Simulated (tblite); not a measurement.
C₂H₄O₂, triplet, geometry from GFN2-xTB (a higher spin typed on purpose: for a closed-shell molecule this is an excited state); GFN1-xTB run with tblite.

Here is a job for tblite.
```
$ tblite run mol.xyz --method gfn1 --charge 0 --spin 2 --guess eeq --json tblite.json --no-restart

# file mol.xyz
8

C     -1.29370611    -0.45495980     0.07134256
C      0.08819231     0.33727888     0.11862454
O      0.99930282    -0.36540853     0.85431055
O      0.29821376     0.79544544    -1.06284776
H     -2.03228451     0.19607021    -0.38031375
H     -1.19809768    -1.37897758    -0.49959502
H     -1.51107589    -0.65825986     1.11601260
H      1.59440817    -0.89304257     0.29239111
```

It wrote (shortened):

```
xTB calculator
 | screened Coulomb repulsion
 | Coulomb electrostatics
 |  * isotropic Klopman-Ohno-Mataga-Nishimoto electrostatics
 |  * onsite third-order electrostatics
 | DFT-D3(BJ) dispersion correction

halogen bonding energy    0.0000000000000E+00 Eh
repulsion energy          1.0901696574166E-01 Eh
dispersion energy        -1.7263765083394E-03 Eh
number of electrons       2.4000000000000E+01 e
integral cutoff           1.9731147476801E+01 bohr

------------------------------------------------------------
  cycle        total energy    energy error   density error
------------------------------------------------------------
      1     -15.54737825796  -1.5654669E+01   5.0590662E-01
      2     -15.58288573209  -3.5507474E-02   3.2677035E-01
      3     -15.56806000618   1.4825726E-02   1.8173333E-01
      4     -15.60496437136  -3.6904365E-02   2.7087149E-02
      5     -15.60624570190  -1.2813305E-03   4.4807554E-03
      6     -15.60626134611  -1.5644216E-05   1.3300509E-03
      7     -15.60626269949  -1.3533796E-06   3.7940633E-04
      8     -15.60626285675  -1.5726141E-07   1.6643596E-04
      9     -15.60626289051  -3.3757415E-08   2.1667039E-05
     10     -15.60626289170  -1.1863808E-09   5.5746567E-06
------------------------------------------------------------

electronic energy        -1.5713553480930E+01 Eh
total energy             -1.5606262891697E+01 Eh

Post processing:
 | Mayer-Wiberg bond orders

[Info] JSON dump of results written to 'tblite.json'
```
